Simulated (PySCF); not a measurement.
Atoms are numbered as in `[F:1][B:2]([F:3])[CH:4]=[S:5]`. Hydrogens are named by the atom that carries them.

Geometry: PBE0-D3(BJ)/def2-SVP; GIAO absolute shieldings from PySCF 2.14, gas phase, non-relativistic, averaged over equivalent atoms.

At PBE0/pcSseg-1 (97 basis functions, 5.4 s wall time on 1 thread of an x86-64 server CPU, shared host):
```
atoms  σ (ppm)
F1/F3    277.4
   B2     99.6
   C4   -131.3
   S5  -1706.0
H(C4)    17.16
```

Question: Predict the values at PBE0/pcSseg-2 on the same geometry.

Answer: 
| atoms | σ at PBE0/pcSseg-2 | change |
| --- | --- | --- |
| F1/F3 | 282.7 | +5.3 |
| B2 | 98.3 | -1.3 |
| C4 | -136.1 | -4.8 |
| S5 | -1643.9 | +62.1 |
| H(C4) | 16.93 | -0.23 |

The largest change is at S5 (thione sulfur). Cost: 201 basis functions, 11 s wall time on 1 thread of an x86-64 server CPU, shared host.

A carbon bonded to boron is broadened by the quadrupolar boron nucleus and is often missing from a measured spectrum.
